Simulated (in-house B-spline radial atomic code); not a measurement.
A fraction x of an electron is moved 2p → 3p in Cl2+, starting from [Ne] 3s2 3p3 and keeping the highest spin. All numbers are computed (scalar-relativistic (X2C) Hartree-Fock with fractional occupations, spin-polarised, spherical fractional occupations; Fermi nucleus of rms radius 3.3654 fm) with a radial B-spline atomic code at the basis-set limit, not measured.

Caution: exact exchange at fractional occupations of open shells leaves self-interaction of up to several eV.

| x | E(x) - E(0) (eV) | 2p down level (eV) | 3p down level (eV) |
| --- | --- | --- | --- |
| 0 | 0.0000 | -246.098 | - |
| 0.125 | 28.0504 | -246.901 | -22.569 |
| 0.25 | 56.0815 | -247.677 | -23.517 |
| 0.375 | 84.0889 | -248.428 | -24.475 |
| 0.5 | 112.0682 | -249.153 | -25.443 |
| 0.625 | ? | ? | ? |
| 0.75 | ? | ? | ? |
| 0.875 | 195.7937 | -251.181 | -28.405 |
| 1 | 223.6174 | -251.810 | -29.412 |

Q: What belongs in the row x = 0.625?

A: An energy change of 140.0149 eV; 2p down at -249.853 eV, 3p down at -26.421 eV.

Q: What belongs in the row x = 0.75?

A: An energy change of 167.9248 eV; 2p down at -250.529 eV, 3p down at -27.408 eV.

Q: Check Janak's theorem between x = 0.125 and 0.25.

A: The slope of the energy is 224.25 eV; the orbital levels give 224.25 eV (ε of the receiving orbital less ε of the emptying one, averaged over the two points).
